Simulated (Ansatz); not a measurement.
Basis sets compared for the cluster Li₄Al₂. Charge 0, multiplicity 1. Geometry r2SCAN-D4/def2-TZVP. Ansatz on 4 threads of Intel Xeon 6975P-C on a shared host; times are rough, and most runs start from earlier orbitals.

```xyz
6

Al   -0.785    0.209   -0.026
Al    1.434    1.311    0.139
Li    0.658    0.028   -2.172
Li    0.154    1.099    2.403
Li    1.311   -1.364    0.660
Li   -2.773   -1.284   -1.005
```

B3LYP takes the VWN-RPA correlation. The restricted singlet is unstable towards broken spin symmetry in Hartree–Fock (as tested in another run); at PBE-D4/def2-SVP, PBE-D4/def2-TZVP, PBE-D4/def2-TZVPD, r2SCAN-D4/def2-TZVP and others this wasn't settled. The structure comes from a short search, and lower isomers may exist.

Binding counts from free atoms (Al doublet, Li doublet) in the same basis, without a counterpoise term.

| level | functions | energy (Eh) | HOMO (eV) | LUMO (eV) | binding per atom (eV) | wall time |
| --- | --- | --- | --- | --- | --- | --- |
| PBE-D4/def2-SVP | 72 | -514.4058 | -2.93 | -1.99 | 1.39 | 0.45 s |
| PBE-D4/def2-TZVP | 130 | -514.6014 | -2.96 | -2.04 | 1.35 | 0.65 s |
| r2SCAN-D4/def2-TZVP | 130 | -514.8759 | -2.94 | -1.93 | 1.35 | 1.3 s |
| B3LYP-D4/6-31G | 62 | -514.9503 | -3.30 | -1.50 | 1.16 | 0.6 s |
| B3LYP-D4/def2-TZVP | 130 | -515.0134 | -3.32 | -1.52 | 1.21 | 0.75 s |
| PBE0-D4/def2-SVP | 72 | -514.4613 | -3.43 | -1.39 | 1.34 | 0.6 s |
| PBE0-D4/def2-TZVP | 130 | -514.6534 | -3.46 | -1.46 | 1.30 | 0.7 s |

Task: Estimate the rows for PBE-D4/def2-TZVPD, r2SCAN-D4/def2-TZVPD, PBE0-D4/def2-TZVPD.

Result: 
```csv
level,functions,energy (Eh),HOMO (eV),LUMO (eV),binding per atom (eV),wall time
PBE-D4/def2-TZVPD,154,-514.6024,-2.97,-2.06,1.36,0.85 s
r2SCAN-D4/def2-TZVPD,154,-514.8769,-2.94,-1.94,1.35,1.6 s
PBE0-D4/def2-TZVPD,154,-514.6544,-3.46,-1.50,1.31,1.1 s
```
